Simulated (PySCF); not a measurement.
Match each property card to its molecule.

Structures:
1. 4-methylpyridine (`Cc1ccncc1`)
2. F3Si(SH) (`F[Si](F)(F)S`)
3. trifluoroacetic acid (`O=C(O)C(F)(F)F`)

Card P (geometry PBE0-D3(BJ)/def2-TZVP):
- Rotational constants A, B, C: 3.889, 2.507, 2.081 GHz
- Static isotropic polarisability (CAM-B3LYP/aug-cc-pVTZ): 35.7 au
- 13C chemical shifts (computed TMS as zero) by class (GIAO B97-2/pcSseg-2): 165.8 (1 C), 125.4 (1 C) ppm
- Isotropic shieldings of nuclei other than C and H, by class (GIAO B97-2/pcSseg-2): -91 (1 O), 136 (1 O), 262 (3 F) ppm
- Strongest line among the 10 lowest singlet transitions (TDDFT CAM-B3LYP/aug-cc-pVTZ): S3 at 8.57 eV (145 nm, f = 0.166)
- Lowest triplet excitation (Tamm–Dancoff) (TDA CAM-B3LYP/aug-cc-pVTZ): 5.17 eV
- Lowest singlet excitation (TDDFT CAM-B3LYP/aug-cc-pVTZ): 5.71 eV (217 nm, f = 0.001)

Card Q (geometry PBE0-D3(BJ)/def2-TZVP):
* Rotational constants A, B, C: 4.069, 2.390, 2.344 GHz
* HOMO energy (B97-2/pcSseg-2): -8.35 eV
* Isotropic shieldings of nuclei other than C and H, by class (GIAO B97-2/pcSseg-2): 312 (3 F), 408 (1 Si), 738 (1 S) ppm
* Dipole moment (B97-2/pcSseg-2): 1.58 D
* Point group: Cs

Card R (geometry PBE0-D3(BJ)/def2-TZVP):
* Rotational constants A, B, C: 5.934, 2.554, 1.805 GHz
* Dipole moment (B97-2/pcSseg-2): 2.77 D
* HOMO energy (B97-2/pcSseg-2): -7.07 eV
* 13C chemical shifts (computed TMS as zero) by class (GIAO B97-2/pcSseg-2): 158.2 (2 C), 154.1 (1 C), 129.9 (2 C), 23.8 (1 C) ppm
* Isotropic shieldings of nuclei other than C and H, by class (GIAO B97-2/pcSseg-2): -84 (1 N) ppm

All species are isolated and taken at one optimised geometry, non-relativistic unless stated; the electronic structure was computed with PySCF and density fitting. NMR classes are plain means over equivalent atoms (diastereotopic ones count apart unless rotation or inversion swaps them), as if these changed places fast.

Q: Which card belongs to which structure?

A: P = 3, Q = 2, R = 1. What ties each card to its structure:
- 1 (card R), C6H7N, monoisotopic mass 93.1 u, 7 heavy atoms: 6 C in 4 classes; the least shielded carbon (158.2 ppm) is an aromatic CH next to a ring nitrogen; an asymmetric top with C = 1.805 GHz, the lowest such constant on the cards; dipole 2.77 D.
- 2 (card Q), F3HSSi, monoisotopic mass 118.0 u, 5 heavy atoms: an asymmetric top with C = 2.344 GHz, the highest such constant on the cards; dipole 1.58 D.
- 3 (card P), C2HF3O2, monoisotopic mass 114.0 u, 7 heavy atoms: 2 C in 2 classes; the least shielded carbon (165.8 ppm) is a carboxylic acid carbon; an asymmetric top with C = 2.081 GHz; polarisability 35.7 au for 56 electrons.
